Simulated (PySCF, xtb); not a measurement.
SiH3Cl, SMILES [SiH3]Cl.

GFN2-xTB (xtb) at its own geometry gives an orbital gap of 6.09 eV and a dipole moment of 1.66 D.

The structure is a stationary point at B3LYP-D3(BJ)/def2-TZVP. The isomer is the one that the SMILES or the coordinates give; other isomers of the formula were not compared.

Question: What does ωB97X/def2-TZVPD run with PySCF give? (An estimate is asked for; the answer gives what the named calculation found.)

Answer: gap 13.08 eV (levels -11.49 and 1.60 eV), dipole 1.40 D.
